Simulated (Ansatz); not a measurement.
Calculated with Ansatz (gas phase, PBE0-D4/def2-TZVP geometries, no zero-point term in ΔE). CCSD(T)/CBS adds triple-zeta CCSD(T) − MP2 to the extrapolated MP2 energy (def2 sets, frozen cores). DFT in def2-TZVPP. B3LYP here is the variant with VWN-RPA as its local correlation; programs differ in this. Each species was taken in one conformer, which may not be the lowest.

Reaction (isomerisation): `N[SiH2]C[SiH3]` → `CN([SiH3])[SiH3]`

`N[SiH2]C[SiH3]`:

Cartesian coordinates in Å:
```
N -1.706 0.075 -1.812
Si -0.139 0.036 -1.099
C -0.282 -0.092 0.758
Si 1.339 0.060 1.680
H -1.813 0.459 -2.737
H -2.344 -0.693 -1.673
H 0.527 1.304 -1.500
H 0.731 -1.091 -1.554
H -0.967 0.686 1.111
H -0.731 -1.059 1.013
H 1.952 1.393 1.434
H 2.298 -0.985 1.233
H 1.135 -0.096 3.146
```

`CN([SiH3])[SiH3]`:

```xyz
13

C     1.256    0.379    0.738
N     0.014   -0.024    0.081
Si    0.063   -1.472   -0.856
Si   -1.297    1.095    0.141
H     1.047    0.972    1.634
H     1.827   -0.497    1.061
H     1.900    0.977    0.082
H    -1.308   -1.770   -1.337
H     0.576   -2.590   -0.016
H     0.977   -1.357   -2.030
H    -1.573    1.462    1.558
H    -2.489    0.460   -0.472
H    -0.994    2.364   -0.584
```

| level | ΔE (kJ/mol) | difference from CCSD(T)/CBS |
| --- | --- | --- |
| r2SCAN-D4 | 40.2 | 4.5 |
| PBE0-D4 | 39.5 | 3.8 |
| B3LYP-D4 | 29.5 | -6.2 |
| CAM-B3LYP-D4 | 29.4 | -6.3 |
| r2SCAN0 | 40.3 | 4.6 |
| CAM-B3LYP | 31.4 | -4.3 |
| RPA@PBE/def2-TZVPP | 24.9 | -10.8 |
| HF/def2-SVP | 14.1 | -21.6 |
| CCSD(T)/def2-SVP | 13.6 | -22.1 |
| CCSD(T)/def2-TZVPP | 32.7 | -3.0 |
| CCSD(T)/CBS | 35.7 | 0 |

Largest T1 diagnostic among the species: 0.011.

Leaving LDA and LC-ωPBE aside and taking each functional with its dispersion term where it has one, the values, not all of them listed here, spread over 12.5 kJ/mol, from BHLYP-D4 to r2SCAN-D4. LDA lies −3.9 kJ/mol from PBE without D4. In def2-TZVPP, CCSD(T) changes the Hartree–Fock value by +9.2 kJ/mol (the triples alone add +0.5 kJ/mol) and MP2 by +10.9 kJ/mol. At CCSD(T), def2-SVP lies −22.1 kJ/mol from the extrapolated value and def2-TZVPP −3.0 kJ/mol.

CCSD(T)/CBS has its own doubt, a few kJ/mol and more with outer-core shells, so smaller differences from it don't rank the levels.
